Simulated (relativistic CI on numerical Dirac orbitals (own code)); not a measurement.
**What each ingredient does to the levels of As8+**

Base calculation: Dirac-Coulomb-Breit CI, orbitals from a KLI potential per configuration, model QED (radiative potential, 1s self-energy scaled to tabulated hydrogen-like ionisation energies), unscaled Slater integrals.

Configurations in the expansion (outside the closed core [Ne]): 3s2.3p6.3d7, 3s2.3p5.3d8, 3s2.3p6.3d6.4s, 3s2.3p4.3d9, 3s.3p6.3d8, 3s2.3p6.3d6.4p, 3s2.3p6.3d5.4s2, 3s2.3p6.3d6.4d, 3s2.3p6.3d5.4s.4p, 3p6.3d9, 3s2.3p6.3d6.5s, 3s2.3p6.3d5.4p2, 3s2.3p6.3d6.4f, 3s2.3p6.3d6.5p, 3s2.3p6.3d5.4s.4d, 3s2.3p6.3d6.5d, 3s2.3p6.3d5.4p.4d, 3s2.3p6.3d6.6s, 3s2.3p6.3d6.5f, 3s2.3p5.3d7.4s, 3s2.3p6.3d6.5g, 3s2.3p6.3d6.6p, 3s2.3p6.3d6.6d, 3s2.3p6.3d5.4d2, 3s.3p5.3d9, 3s2.3p5.3d6.4s2, 3s2.3p5.3d7.4p, 3s2.3p4.3d8.4s, 3s2.3p4.3d8.4p, 3s.3p6.3d7.4s, 3s.3p6.3d6.4s2, 3s2.3p5.3d7.5s, 3s.3p5.3d8.4s. Levels of other configurations are missing.

Variants: (1) only the first configuration; (2) one mean potential for all configurations. Shifts of the energy above 3s2.3p6.3d7 4F_9/2, in cm⁻¹, for the lowest level and the first level of each name with at least 55 % of one term (blank where a level changes its place among those of its configuration and J or its character, or is not in the variant):

```tsv
Level	Base	Δ(1)	Δ(2)
3s2.3p6.3d7 4F_9/2	0	0	0
3s2.3p6.3d7 4F_7/2	4311	+3	-16
3s2.3p6.3d7 4F_5/2	7159	+55	-26
3s2.3p6.3d7 4F_3/2	9006	+102	-32
3s2.3p6.3d7 4P_3/2	32242	+3898	-64
3s2.3p6.3d7 4P_5/2	32825	+3077	-70
3s2.3p6.3d7 4P_1/2	35390	+3355	-79
3s2.3p6.3d7 2G_9/2	35544	+332	-46
3s2.3p6.3d7 2G_7/2	39563	+504	-62
3s2.3p6.3d7 2P_1/2	45166	+6754	-107
3s2.3p6.3d7 2D_5/2	46621	+5623	-100
3s2.3p6.3d7 2H_11/2	49489	-1866	-50
3s2.3p6.3d7 2H_9/2	53437	-1714	-67
3s2.3p6.3d7 2D_3/2	53656	+5675	-128
3s2.3p6.3d7 2F_5/2	77613	+3575	-113
3s2.3p6.3d7 2F_7/2	79334	+3541	-122
3s2.3p6.3d6.4s 6D_9/2	605862		+4645
3s2.3p6.3d6.4s 6D_7/2	608593		+4699
3s2.3p6.3d6.4s 6D_5/2	610423		+4728
3s2.3p6.3d6.4s 6D_3/2	611654		+4747
3s2.3p6.3d6.4s 6D_1/2	612373		+4759
3s2.3p6.3d6.4s 4D_7/2	623405		+4649
```

At this charge configurations can still be misplaced by up to about 7 % of their energy. Terms inside the open d or f shell come out 10 to 20 % too wide with unscaled integrals.

Ionisation energy from the two ground configurations alone: base 213.652 eV. The NIST ASD value (theoretical) is 213 eV.

LS names give the leading component of a level, which can be under half, so a name can repeat, a term be missing and a line seem to break the LS rules.
